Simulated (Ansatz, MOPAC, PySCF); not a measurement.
Approach curve of the dimer H4Si ··· H2Se (SMILES [SiH4] and [SeH2]). Monomers: optimised at B3LYP-D3(BJ) (def2-TZVP), held rigid. Orientation: lowest of the rigid-body minima from ten starts at GFN2-xTB. The monomers approach along the line of their centres of mass (distance R); nothing else relaxes.

- PM7, restricted, heats of formation (MOPAC)
- PM3, restricted, heats of formation (MOPAC)
- RKS-BP86/6-31G* = restricted BP86/6-31G*, spherical d, no counterpoise correction (PySCF)
- CCSD(T)/aug-cc-pVTZ = CCSD(T) on RHF/aug-cc-pVTZ, cores with 3d frozen, counterpoise-corrected (Ansatz, a quantum-chemistry and plane-wave program)

Interaction energies in kJ/mol; the last columns give the difference from CCSD(T):

```
R / Å    PM7     PM3  RKS-BP86/6-31G*  CCSD(T)/aug-cc-pVTZ  PM7 − CCSD(T)/aug-cc-pVTZ  PM3 − CCSD(T)/aug-cc-pVTZ  RKS-BP86/6-31G* − CCSD(T)/aug-cc-pVTZ
-----  -----  ------  ---------------  -------------------  -------------------------  -------------------------  -------------------------------------
3.29   -4.87  -26.52            23.43                15.10                     -19.97                     -41.62                                   8.33
3.52   -4.54  -18.23            12.08                 3.75                      -8.30                     -21.98                                   8.33
3.75   -3.46  -10.85             6.60                -1.02                      -2.44                      -9.83                                   7.62
3.97   -2.58   -6.02             4.07                -2.59                       0.01                      -3.43                                   6.66
4.16   -2.04   -3.38             2.94                -2.84                       0.81                      -0.53                                   5.78
4.33   -1.67   -1.88             2.33                -2.68                       1.01                       0.81                                   5.01
4.72   -1.05   -0.23             1.52                -1.92                       0.87                       1.68                                   3.43
4.98   -0.72    0.15             1.14                -1.44                       0.72                       1.58                                   2.58
5.52   -0.28    0.30             0.56                -0.76                       0.48                       1.06                                   1.32
6.10   -0.11    0.23             0.22                -0.39                       0.28                       0.62                                   0.61
7.11   -0.03    0.12             0.05                -0.14                       0.11                       0.26                                   0.18
8.53   -0.01    0.05             0.01                -0.04                       0.03                       0.09                                   0.05
```

PM7 is furthest from CCSD(T)/aug-cc-pVTZ at 3.29 (-19.97 kJ/mol, below); its mean absolute difference over the points is 2.92 kJ/mol.

PM3 is furthest from CCSD(T)/aug-cc-pVTZ at 3.29 (-41.62 kJ/mol, below); its mean absolute difference over the points is 6.96 kJ/mol.

RKS-BP86/6-31G* is furthest from CCSD(T)/aug-cc-pVTZ at 3.29 (8.33 kJ/mol, above); its mean absolute difference over the points is 4.16 kJ/mol.
